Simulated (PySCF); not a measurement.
C₆H₁₅N, triplet, at the geometry of the source list (a higher spin typed on purpose: for a closed-shell molecule this is an excited state), with bond 10-1 at 2.2 times its length; HF/STO-3G in PySCF.

Input for PySCF:
```python
from pyscf import gto, scf

mol = gto.M(
    atom='''
C    -1.63280000    2.00740000   -0.07850000
C    -0.53900000    1.21580000   -0.78680000
N     0.27560000    0.42480000    0.12060000
C    -0.46420000   -0.53370000    0.92190000
C    -1.15730000   -1.67550000    0.16420000
C     1.43080000   -0.12360000   -0.57030000
C     2.44520000   -0.76550000    0.36970000
H    -1.21380000    2.53510000    0.77460000
H    -2.05410000    2.73550000   -0.76830000
H    -3.40534000    0.59104000    0.67632000
H    -0.98980000    0.60180000   -1.58830000
H     0.13710000    1.92760000   -1.27090000
H     0.23150000   -0.95860000    1.64710000
H    -1.21220000    0.02310000    1.48840000
H    -0.43330000   -2.27640000   -0.38070000
H    -1.88830000   -1.28700000   -0.54060000
H    -1.67270000   -2.31900000    0.87260000
H     1.14470000   -0.84960000   -1.35370000
H     1.91850000    0.71640000   -1.07510000
H     2.08750000   -1.71390000    0.76200000
H     3.36980000   -0.95250000   -0.17220000
H     2.65550000   -0.09580000    1.19980000
''',
    basis='sto-3g',
    spin=2,
    verbose=3,
)

mf = scf.UHF(mol)
mf.kernel()
mo_i, mo_e, stable_i, stable_e = mf.stability(internal=True, external=True, return_status=True, nroots=6, tol=1e-6)
print('internally stable:', stable_i, ' externally stable:', stable_e)
if not stable_i:
    umf = mf.copy()
    umf.scf_summary = {}
    umf.kernel(umf.make_rdm1(mo_i, mf.mo_occ))
mf.analyze()
```

It wrote (shortened):

```
converged SCF energy = -286.733272983406  <S^2> = 2.0090045  2S+1 = 3.005997
<class 'pyscf.scf.uhf.UHF'> wavefunction is stable in the internal stability analysis
<class 'pyscf.scf.uhf.UHF'> wavefunction is stable in the real -> complex stability analysis
<class 'pyscf.scf.uhf.UHF'> wavefunction has an UHF/UKS -> GHF/GKS instability
internally stable: True  externally stable: False
**** MO energy ****
                             alpha | beta                alpha | beta
MO #1   energy= -15.3062610369592  | -15.3060746160861  occ= 1 | 1
MO #2   energy= -11.0680593686253  | -11.0693393238156  occ= 1 | 1
MO #3   energy= -11.066686081415   | -11.0681158549234  occ= 1 | 1
MO #4   energy= -11.0665135015317  | -11.0663824849015  occ= 1 | 1
MO #5   energy= -11.0340514385235  | -11.0340565064845  occ= 1 | 1
MO #6   energy= -11.031539004411   | -11.0315154467002  occ= 1 | 1
MO #7   energy= -11.020038178331   | -10.9879922648324  occ= 1 | 1
MO #8   energy= -1.17546503144116  | -1.17425770887261  occ= 1 | 1
MO #9   energy= -0.990108099692769 | -0.980981985410051 occ= 1 | 1
MO #10  energy= -0.978962536013048 | -0.969225113677419 occ= 1 | 1
MO #11  energy= -0.920175364923899 | -0.892564546848199 occ= 1 | 1
MO #12  energy= -0.833212557746235 | -0.827852429022855 occ= 1 | 1
MO #13  energy= -0.788507105138225 | -0.758104846122247 occ= 1 | 1
MO #14  energy= -0.717444777523748 | -0.707759954393979 occ= 1 | 1
MO #15  energy= -0.627880204938481 | -0.62526305393771  occ= 1 | 1
MO #16  energy= -0.625414183719313 | -0.618608775937665 occ= 1 | 1
MO #17  energy= -0.57391858945036  | -0.566638541620287 occ= 1 | 1
MO #18  energy= -0.543893823047674 | -0.540990604717703 occ= 1 | 1
MO #19  energy= -0.535463258300202 | -0.529855494352672 occ= 1 | 1
MO #20  energy= -0.52970830592606  | -0.515820753480441 occ= 1 | 1
MO #21  energy= -0.517762142407819 | -0.507454060020511 occ= 1 | 1
MO #22  energy= -0.490810508485129 | -0.48153086251647  occ= 1 | 1
MO #23  energy= -0.47794695239522  | -0.468061587781918 occ= 1 | 1
MO #24  energy= -0.472206659532331 | -0.463683217849999 occ= 1 | 1
MO #25  energy= -0.465011495944215 | -0.447487954414762 occ= 1 | 1
MO #26  energy= -0.450458239260349 | -0.424614955744451 occ= 1 | 1
MO #27  energy= -0.426773645616571 | -0.413645904129081 occ= 1 | 1
MO #28  energy= -0.418977567604134 | -0.269873922449826 occ= 1 | 1
MO #29  energy= -0.33933867076092  | 0.248392982904853  occ= 1 | 0
MO #30  energy= -0.271358522317009 | 0.371222387006654  occ= 1 | 0
MO #31  energy= 0.569662700467869  | 0.572754624470935  occ= 0 | 0
MO #32  energy= 0.59759490432802   | 0.599583342841426  occ= 0 | 0
MO #33  energy= 0.613140124119139  | 0.616364951235481  occ= 0 | 0
MO #34  energy= 0.64987527708897   | 0.650882530110469  occ= 0 | 0
MO #35  energy= 0.668007768273638  | 0.677285358191511  occ= 0 | 0
MO #36  energy= 0.674294686899179  | 0.681288270895085  occ= 0 | 0
MO #37  energy= 0.686423226874602  | 0.693327430678391  occ= 0 | 0
MO #38  energy= 0.689477255434959  | 0.698562821852461  occ= 0 | 0

To work with the spin densities directly, `use mulliken_meta_spin()` only printing them here.

 ** Mulliken spin pop alpha/beta on meta-lowdin orthogonal AOs **
 ** Mulliken Spin Density (per atom)  **
spin density of  0 C =      1.11428
spin density of  1 C =     -0.07647
spin density of  2 N =      0.00652
spin density of  3 C =      0.00569
spin density of  4 C =      0.00061
spin density of  5 C =     -0.00143
spin density of  6 C =     -0.00010
spin density of  7 H =     -0.04507
spin density of  8 H =     -0.04668
spin density of  9 H =      0.99714
spin density of  10 H =      0.01190
spin density of  11 H =      0.03658
spin density of  12 H =     -0.00017
spin density of  13 H =     -0.00247
spin density of  14 H =      0.00007
spin density of  15 H =     -0.00041
spin density of  16 H =     -0.00002
spin density of  17 H =      0.00011
spin density of  18 H =     -0.00007
spin density of  19 H =      0.00003
spin density of  20 H =     -0.00003
spin density of  21 H =      0.00000
 ** Mulliken pop alpha/beta on meta-lowdin orthogonal AOs **
 ** Mulliken atomic charges   ( Nelec_alpha | Nelec_beta ) **
charge of  0C =     -0.04573  (     3.58000      2.46573 )
charge of  1C =      0.01589  (     2.95382      3.03029 )
charge of  2N =     -0.19773  (     3.60212      3.59560 )
charge of  3C =      0.01978  (     2.99295      2.98726 )
charge of  4C =     -0.11681  (     3.05871      3.05810 )
charge of  5C =      0.02599  (     2.98629      2.98772 )
charge of  6C =     -0.10521  (     3.05256      3.05266 )
charge of  7H =      0.02787  (     0.46353      0.50860 )
charge of  8H =      0.02209  (     0.46561      0.51230 )
charge of  9H =     -0.00058  (     0.99886      0.00172 )
charge of  10H =      0.01209  (     0.49991      0.48801 )
charge of  11H =      0.03298  (     0.50180      0.46522 )
charge of  12H =      0.03228  (     0.48378      0.48394 )
charge of  13H =      0.03242  (     0.48255      0.48502 )
charge of  14H =      0.03158  (     0.48424      0.48417 )
charge of  15H =      0.03273  (     0.48343      0.48384 )
charge of  16H =      0.03487  (     0.48256      0.48258 )
charge of  17H =      0.01088  (     0.49462      0.49451 )
charge of  18H =      0.02815  (     0.48589      0.48596 )
charge of  19H =      0.03252  (     0.48375      0.48373 )
charge of  20H =      0.03440  (     0.48278      0.48282 )
charge of  21H =      0.03954  (     0.48023      0.48023 )
Dipole moment(X, Y, Z, Debye): -0.02780, -0.36223, -0.63892
```
